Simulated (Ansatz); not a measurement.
Mulliken charges of AsH5OSi, SMILES `O[AsH][SiH3]` from r2SCAN/def2-TZVPP in Ansatz (PBE0-D4/def2-TZVP geometry).

| atom | x (Å) | y (Å) | z (Å) | charge (e) |
| --- | --- | --- | --- | --- |
| O1 | -1.228 | 0.305 | -1.468 | -0.433 |
| As2 | -0.528 | 1.193 | -0.050 | 0.207 |
| Si3 | 0.626 | -0.692 | 0.813 | 0.227 |
| H4 | -2.101 | 0.666 | -1.636 | 0.203 |
| H5 | 0.734 | 1.694 | -0.758 | -0.026 |
| H6 | 1.617 | -0.199 | 1.809 | -0.062 |
| H7 | 1.321 | -1.444 | -0.262 | -0.052 |
| H8 | -0.349 | -1.580 | 1.496 | -0.064 |

**Question.** By hand: the dipole of these point charges (1 e Å = 4.8032 D).

**Answer.** Σ q r = (-0.028, 0.238, 0.303) e Å, of length 0.386 e Å = 1.85 D.

**Question.** How does the dipole of the full density compare? (Estimate.)

**Answer.** Ansatz gave: (-0.109, 0.134, 0.075) e Å, 0.90 D; the point charges give 2.06 times that, at 38° from its direction.

Point charges leave out the atoms' own dipoles, such as those of lone pairs, and Mulliken's split depends on the basis, so the two needn't agree.
